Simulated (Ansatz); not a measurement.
A made-up structure of CH3Te (charge +1), closed shell:

```csv
atom,x (Å),y (Å),z (Å)
C1,-0.2113,-0.4732,0.1412
Te2,1.2525,0.4115,0.0946
H3,-1.2825,-0.1475,-0.2036
H4,0.0442,-1.3256,0.5252
H5,0.1972,1.5348,-0.5574
```

It is relaxed with PBE-D4/def2-SVP and then PBE0-D4/def2-TZVP (Ansatz 0.2.0). Atoms count as bonded within 1.22 times the sum of their covalent radii (H–H: 0.88 Å). The end point is not checked to be a true minimum.

(1) Does its bonding change? (Judge from chemistry; the calculation decides.)

Answers

(1) By the calculation: No: no bond forms or breaks.

Where it ends: The first stage lowers the energy by 2.38 eV in 6 steps. It ends as CH₃Te ([CH2][TeH]), total charge +1:
```
5
angstrom
C -0.2612 -0.5840 0.1742
Te 1.2616 0.6069 0.0203
H -1.2585 -0.2945 -0.1413
H -0.1169 -1.5772 0.5901
H 0.3750 1.8489 -0.6434
```

Labels in which every atom is bracketed show which atoms are joined, not bond orders.

For scale, one of the runs: PBE0-D4/def2-TZVP relaxation, 99 basis functions, launched by `ansatz run in.yaml --threads 2 --pin off --events-out ev --progress --plain --max-ram 4352MiB`. Hardware: 2 CPU threads of an Arm Neoverse V2, shared host. Wall time about 8.5 s.
